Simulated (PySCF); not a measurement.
SMILES [F][Zr]([F])([F])[F] (F4Zr) (B3LYP/def2-SVP optimised geometry):

```
5

Zr    -0.632    -0.897     0.000
F     -1.273     0.897     0.000
F      1.273    -0.897     0.000
F     -1.266    -1.795    -1.555
F     -1.268    -1.793     1.555
```

Method: PySCF 2.14.0 with B3LYP/def2-TZVP, def2 effective core potentials past Kr.

### Question
What are the frontier orbital energies and the dipole moment?

### Answer
HOMO-2 -11.91 eV, HOMO-1 -11.90 eV, HOMO -11.90 eV, LUMO -1.73 eV, LUMO+1 -1.72 eV; dipole moment 0.01 D.

On the same geometry PySCF with PBE/def2-TZVP, def2 effective core potentials past Kr gives HOMO-2 -10.14 eV, HOMO-1 -10.14 eV, HOMO -10.14 eV, LUMO -2.31 eV, LUMO+1 -2.30 eV; dipole moment 0.01 D.
